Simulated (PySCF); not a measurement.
# Reading the logs of faulty runs: BCGeH9Si

Calculated results; nothing here was measured. The program is PySCF 2.14.0, an open-source quantum chemistry code, run on an isolated molecule that a program drew, which may never have been made. The molecule is BCGeH9Si (charge 0, singlet), drawn as the SMILES string `C[BH][GeH2][SiH3]`.

Each row is a Hartree-Fock (HF) and frozen-core CCSD(T) single point in the cc-pV(D+d)Z basis, meant for a local HF minimum. Run 1 is clean. Each other run has one planted mistake out of seven kinds, and not every kind appears here: one electron removed, one electron added, multiplicity raised by two, geometry at a saddle point, minimal basis STO-3G, one bond length entered in bohr, all coordinates scaled. The reference is restricted for singlets and unrestricted otherwise, and also for a bond in bohr. Adding or removing an electron swaps singlet and doublet. Electrons count all cores. HOMO and LUMO are orbital energies over both spins, the gradient is its largest component, and the lowest frequency (negative if imaginary) is given only where the gradient is small. Bond lengths are over the 12 bonds as drawn. T1 is the CCSD diagnostic: over 0.02 (restricted) or 0.045 (unrestricted) a single reference is doubtful. Germanium has the cc-pVDZ-PP basis, with a core potential (ECP10MDF) in place of its 10 inner electrons, and its 3s, 3p and 3d shells are frozen in CCSD(T).

Geometry of the clean run:
```xyz
13
BCGeH9Si, angstrom
C    -0.5076   -0.3951    3.0104
B    -0.3424    0.6073    1.8101
Ge   -1.9516    1.4776    0.7972
Si   -2.4053    0.3080   -1.2660
H     0.2591   -1.1747    3.0233
H    -1.4950   -0.8495    3.1092
H    -0.3400    0.2098    3.9161
H     0.7669    0.9107    1.4568
H    -3.2440    1.4518    1.6344
H    -1.6708    2.9468    0.4363
H    -1.2207    0.3547   -2.1574
H    -2.7253   -1.1149   -0.9921
H    -3.5548    0.9233   -1.9710
```

| run | electrons | basis functions | <S^2> | HOMO (eV) | LUMO (eV) | gradient (hartree/bohr) | lowest frequency (cm^-1) | mean bond (Å) | longest bond (Å) | T1 | HF (hartree) | CCSD(T) (hartree) | mistake |
|---|---|---|---|---|---|---|---|---|---|---|---|---|---|
| 1 | 66 | 119 | 0.000 | -9.99 | 1.75 | 1.2e-05 | 34 | 1.5080 | 2.415 | 0.0120 | -650.09053 | -650.60952 | no fault |
| 2 | 66 | 119 | 0.820 | -8.85 | 1.34 | 1.1e-02 | - | 1.6180 | 2.804 | 0.0430 | -649.98106 | -650.48977 | one bond length entered in bohr |
| 3 | 66 | 119 | 0.000 | -9.70 | 1.38 | 4.7e-02 | - | 1.6362 | 2.620 | 0.0125 | -650.02684 | -650.55802 | all coordinates scaled |
| 4 | 66 | 119 | 2.021 | -6.59 | -1.56 | 4.7e-02 | - | 1.5080 | 2.415 | 0.0172 | -649.95933 | -650.47276 | multiplicity raised by two |
| 5 | 65 | 119 | 0.791 | -15.93 | -7.71 | 5.3e-02 | - | 1.5080 | 2.415 | 0.0174 | -649.76533 | -650.26380 | ? |

**Which mistake was planted in run 5, and what did it cost?**

It counts 65 electrons, one fewer than the clean run, at the same geometry and basis. So the mistake is: one electron removed. Subtracting run 1 and multiplying by 627.51 kcal/mol a hartree, the energy moved by 204.1 kcal/mol in HF and 216.9 kcal/mol in CCSD(T).

